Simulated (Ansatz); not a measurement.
Basis-set series for C3H5FGe, SMILES `[F][GeH2][C]1=CC1`. The species carries charge 0 and has multiplicity 1. All single points use the PBE0-D4/def2-TZVP geometry. It is one conformer, not always the lowest.

```json
{"functional": "PBE0-D4", "basis": "def2-TZVPP", "functions": "242", "energy (Eh)": "-2293.70578", "HOMO (eV)": "-7.53", "LUMO (eV)": "-0.63"}
{"functional": "PBE0-D4", "basis": "def2-QZVPP", "functions": "467", "energy (Eh)": "-2293.76300", "HOMO (eV)": "-7.55", "LUMO (eV)": "-0.68"}
{"functional": "ωB97M-V", "basis": "def2-TZVPP", "functions": "242", "energy (Eh)": "-2294.00531", "HOMO (eV)": "-9.74", "LUMO (eV)": "1.49"}
{"functional": "ωB97M-V", "basis": "def2-QZVPP", "functions": "467", "energy (Eh)": "-2294.06056", "HOMO (eV)": "-9.76", "LUMO (eV)": "1.36"}
```

Problem. Give the rows for def2-SVP. (An estimate is asked.)

Solution. Computed: 
```csv
functional,basis,functions,energy (Eh),HOMO (eV),LUMO (eV)
PBE0-D4,def2-SVP,113,-2293.19152,-7.52,-0.51
ωB97M-V,def2-SVP,113,-2293.48315,-9.72,1.71
```

Positive LUMOs are unbound and depend on the basis. Scalar relativity is left out up to krypton.
